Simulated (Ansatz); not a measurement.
Relaxation of BH6O3P (11 atoms, charge 0, multiplicity 1), to a largest force component of 0.03 eV/Å in at most 50 steps.

Theory: RHF/6-31G* (Ansatz).

```xyz
11
Properties=species:S:1:pos:R:3
B 0.250 0.528 -0.127
O -0.504 -0.473 2.172
H -1.441 -0.324 2.162
O 1.335 -0.280 -0.220
H 1.160 -1.175 -0.475
O -0.972 0.252 -0.659
H -1.055 -0.614 -1.037
P 0.484 2.220 0.762
H 1.747 2.580 0.276
H -0.277 3.050 -0.071
H -0.126 0.356 2.510
```

Where does it end, and by what steps?

The forces met the threshold. The force dipped under the threshold on the way, but the program's further checks kept it going. After 40 steps the energy has fallen by 0.396 eV; H11 moved furthest, 3.00 Å.

```json
{"step": "0", "energy less start (eV)": "0.0000", "largest force component (eV/Å)": "1.123", "accepted": "yes"}
{"step": "2", "energy less start (eV)": "-0.0896", "largest force component (eV/Å)": "1.253", "accepted": "yes"}
{"step": "4", "energy less start (eV)": "-0.0463", "largest force component (eV/Å)": "1.365", "accepted": "no"}
{"step": "6", "energy less start (eV)": "-0.1290", "largest force component (eV/Å)": "0.036", "accepted": "yes"}
{"step": "8", "energy less start (eV)": "-0.1299", "largest force component (eV/Å)": "0.038", "accepted": "yes"}
{"step": "10", "energy less start (eV)": "-0.1338", "largest force component (eV/Å)": "0.328", "accepted": "yes"}
{"step": "12", "energy less start (eV)": "-0.1402", "largest force component (eV/Å)": "0.308", "accepted": "yes"}
{"step": "14", "energy less start (eV)": "-0.1797", "largest force component (eV/Å)": "0.303", "accepted": "yes"}
{"step": "16", "energy less start (eV)": "-0.2111", "largest force component (eV/Å)": "0.438", "accepted": "yes"}
{"step": "18", "energy less start (eV)": "-0.2344", "largest force component (eV/Å)": "0.190", "accepted": "yes"}
{"step": "20", "energy less start (eV)": "-0.2489", "largest force component (eV/Å)": "1.020", "accepted": "yes"}
{"step": "22", "energy less start (eV)": "-0.3033", "largest force component (eV/Å)": "0.234", "accepted": "yes"}
{"step": "24", "energy less start (eV)": "-0.3146", "largest force component (eV/Å)": "0.177", "accepted": "yes"}
{"step": "26", "energy less start (eV)": "-0.3415", "largest force component (eV/Å)": "0.177", "accepted": "yes"}
{"step": "28", "energy less start (eV)": "-0.3669", "largest force component (eV/Å)": "0.276", "accepted": "yes"}
{"step": "30", "energy less start (eV)": "-0.3816", "largest force component (eV/Å)": "0.122", "accepted": "yes"}
{"step": "32", "energy less start (eV)": "-0.3920", "largest force component (eV/Å)": "0.013", "accepted": "yes"}
{"step": "34", "energy less start (eV)": "-0.3934", "largest force component (eV/Å)": "0.190", "accepted": "yes"}
{"step": "36", "energy less start (eV)": "-0.3950", "largest force component (eV/Å)": "0.050", "accepted": "yes"}
{"step": "38", "energy less start (eV)": "-0.3958", "largest force component (eV/Å)": "0.172", "accepted": "yes"}
{"step": "40", "energy less start (eV)": "-0.3965", "largest force component (eV/Å)": "0.007", "accepted": "yes"}
```

```xyz
11
Properties=species:S:1:pos:R:3
B 0.274 1.328 0.174
O -0.723 -1.496 1.765
H -1.088 -1.499 2.641
O 1.184 0.652 0.916
H 0.839 -0.141 1.312
O -1.004 0.910 0.004
H -1.204 0.100 0.461
P 0.796 3.042 -0.593
H 2.083 2.698 -1.031
H 0.155 2.926 -1.835
H -0.710 -2.400 1.477
```

Whether the end is a true minimum wasn't checked by a vibrational analysis.

Run time: 96 s on 1 thread of Arm Neoverse V1 (shared host), peak memory 0.17 GiB.
